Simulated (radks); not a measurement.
Results of a calculation; reference values are marked as such.
Question: The mean radii <r> (bohr) of the occupied orbitals of an atom or ion are listed with their occupations. Level of theory: Dirac Kohn-Sham, SOGGA, spin-unpolarised, spherical densities, point nucleus (a radial shooting solver on a logarithmic mesh with Libxc functionals).

orbital  occ.      <r>
1s1/2       2  0.02723
2s1/2       2   0.1168
2p1/2       2  0.09849
2p3/2       4   0.1042
3s1/2       2   0.3139
3p1/2       2   0.3041
3p3/2       4   0.3157
3d3/2       4   0.2866
3d5/2       6   0.2902
4s1/2       2   0.7401
4p1/2       2   0.7728
4p3/2       4   0.8011
4d3/2       4   0.9143
4d5/2       6   0.9258
5s1/2       2    1.923
5p1/2       2    2.259
5p3/2       2    2.354

Name the element and its charge. Open shells, if any, fill j = l - 1/2 first.

Answer: Z = 53, iodine, charge +1: I+ in [Kr] 4d10 5s2 5p4. The 1s radius gives Z: for a bare nucleus <r> = (2 gamma + 1)/(2Z) with gamma = sqrt(1 - (Z/c)^2), 0.02683 bohr for Z = 53, and screening makes it slightly larger (0.02723 here). The occupations add up to 52, and the charge is Z minus that.
